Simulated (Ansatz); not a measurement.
Isolated molecules relaxed with PBE0-D4/def2-TZVP in Ansatz; ΔE leaves out vibrations. CBS: MP2 limit from def2 TZ/QZ plus the TZ coupled-cluster correction, frozen cores. For Zn outer-core shells are correlated without core-valence functions, which leaves a few kJ/mol of doubt a bond. Scalar relativity is left out up to krypton. Each species was taken in one conformer, which may not be the lowest.

`[F][Zn][CH2]BCl` + `CC(F)[SiH3]` → `CC([SiH3])BCl` + `F[CH2][Zn][F]`  (redistribution)

`[F][Zn][CH2]BCl`:

Cartesian coordinates in Å:
```
F 2.453 2.046 -0.699
Zn 1.261 0.776 -0.532
C -0.026 -0.668 -0.401
B -0.871 -0.224 0.779
Cl -2.291 0.797 0.546
H -0.514 -0.689 -1.377
H 0.585 -1.558 -0.229
H -0.597 -0.482 1.913
```

`CC(F)[SiH3]`:

Z-matrix (Å, degrees):
```
C
C 1 1.510
H 1 1.092 2 111.2
H 1 1.093 2 110.5 3 120.5
H 1 1.093 2 110.1 3 -120.0
F 2 1.402 1 108.9 3 -63.4
Si 2 1.902 1 114.3 3 57.2
H 2 1.097 1 109.8 3 -179.5
H 7 1.486 2 109.3 1 -57.0
H 7 1.488 2 108.7 1 62.3
H 7 1.484 2 110.1 1 -177.9
```

`CC([SiH3])BCl`:

Cartesian coordinates in Å:
```
C 1.132 -1.049 0.126
C 0.401 0.298 0.142
Si -0.925 0.299 -1.222
B -0.353 0.623 1.440
Cl -0.699 2.281 1.902
H 0.460 -1.866 0.403
H 1.544 -1.279 -0.859
H 1.960 -1.055 0.839
H 1.059 1.125 -0.151
H -0.265 -0.097 -2.495
H -1.986 -0.696 -0.912
H -1.543 1.640 -1.375
H -0.785 -0.225 2.163
```

`F[CH2][Zn][F]`:

```xyz
6

F    -0.252    1.274    1.159
C     0.104    0.719   -0.065
Zn   -0.132   -1.210   -0.016
F    -0.345   -2.946    0.030
H    -0.520    1.176   -0.839
H     1.145    0.987   -0.269
```

```
          species  HF/def2-QZVPP energy (Eh)
`[F][Zn][CH2]BCl`                -2401.26309
    `CC(F)[SiH3]`                 -468.27187
  `CC([SiH3])BCl`                 -853.63739
  `F[CH2][Zn][F]`                -2015.87575
```

(1) Work out ΔE.

Largest T1 diagnostic among the species: 0.016.

Results:

(1) ΔE = (-853.63739) + (-2015.87575) − (-2401.26309) − (-468.27187) = 0.02182 Eh = +57.3 kJ/mol. CCSD(T)/CBS gives +49.0 kJ/mol.

In def2-TZVPP, CCSD(T) changes the Hartree–Fock value by −7.5 kJ/mol (the triples alone add −0.4 kJ/mol) and MP2 by −8.0 kJ/mol. The D4 term adds −4.2 kJ/mol with B3LYP and −2.5 kJ/mol with PBE0; it sums over pairs of atoms, weighted by their polarisabilities, and B3LYP, whose exchange is more repulsive, gets the larger term.

B3LYP here is the variant with VWN-RPA as its local correlation; programs differ in this.
